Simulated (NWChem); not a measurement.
Species: CH5ClOSi; SMILES CO[SiH2]Cl

```xyz
9

Si     0.8836    -0.0704     0.1041
Cl    -0.4767    -1.6252    -0.0538
O      0.2036     1.3418    -0.4035
C     -0.9194     1.9632     0.1660
H      2.0295    -0.3367    -0.7947
H      1.2789     0.0032     1.5389
H     -0.7550     2.2147     1.2295
H     -1.1166     2.8969    -0.3807
H     -1.8156     1.3229     0.0953
```
Atoms are numbered in this order, from 1.

Computed with NWChem. Medium grid unless said otherwise, to which SCAN and Minnesota functionals are sensitive. Structure relaxed at the PBE0/def2-SVP level. Hybrids' shares of exact exchange are those that their runs print; pure functionals count as 0. The functionals differ in more than this share.

```csv
row,share of exact exchange,orbital gap (eV)
PBE/def2-SVP,0.00,6.90
"LDA (Slater exchange, PW92)/def2-SVP",0.00,6.73
B3LYP/def2-SVP,0.20,8.96
r2SCAN0/def2-SVP,0.25,withheld
MN15/def2-SVP,0.44,10.68
BHandHLYP/def2-SVP,0.50,11.86
```

### Question
Fit a straight line of the last column on the one before it, predict the withheld value, and compare with the run.

### Answer

1. Means of the 5 shown rows: x = 0.228, y = 9.026. Slope Σ(x − x̄)(y − ȳ)/Σ(x − x̄)² = 2.132/0.2237 = 9.530; intercept 6.853.
2. The shown rows scatter about the line by 0.224 (root mean square); the largest residual is -0.37, at MN15/def2-SVP.
3. At x = 0.25 (r2SCAN0/def2-SVP; inside the shown range) the line gives 9.24.
4. The run gives 9.90, +0.66 from the line, 2.9 times the scatter.
